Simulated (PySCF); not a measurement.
PySCF 2.14 output of an unrestricted LDA calculation on a single atom or ion in aug-cc-pVTZ-PP with one added diffuse shell each of s, p, d, f, g type with ECP28MDF (7s7p6d4f3g, 113 functions), with scalar relativity through the core potential:

```
SCF conv_tol = 1e-09
number electrons alpha = 10  beta = 6
    P. A. M. Dirac.,  Math. Proc. Cambridge Philos. Soc. 26, 376 (1930)
    F. Bloch.,  Z. Phys. 57, 545 (1929)
    S. H. Vosko, L. Wilk, and M. Nusair.,  Can. J. Phys. 58, 1200 (1980)
cycle= 1 E= -125.908330346592  delta_E= -0.00737  |g|= 0.0819  |ddm|= 0.184
cycle= 2 E= -125.908586083953  delta_E= -0.000256  |g|= 0.077  |ddm|= 0.0734
cycle= 3 E= -125.909970523  delta_E= -0.00138  |g|= 0.000766  |ddm|= 0.0357
cycle= 4 E= -125.909970710499  delta_E= -1.87e-07  |g|= 5.17e-05  |ddm|= 0.000555
cycle= 5 E= -125.90997071125  delta_E= -7.51e-10  |g|= 1.17e-06  |ddm|= 3.01e-05
converged SCF energy = -125.90997071125  <S^2> = 6.0003186  2S+1 = 5.0001275
```

The run itself started from symmetry-adapted Hartree-Fock orbitals and held the occupation by maximum overlap, on a logarithmic radial grid, so the iterations belong to that start.

Which element, charge and spin multiplicity is this?

Pd²⁺ (palladium, charge +2), multiplicity 5; the state was [Kr] 4d7 5s1, high-spin 5F determinant (an excited configuration).

Energies and moments cover only the electrons outside the core potential.
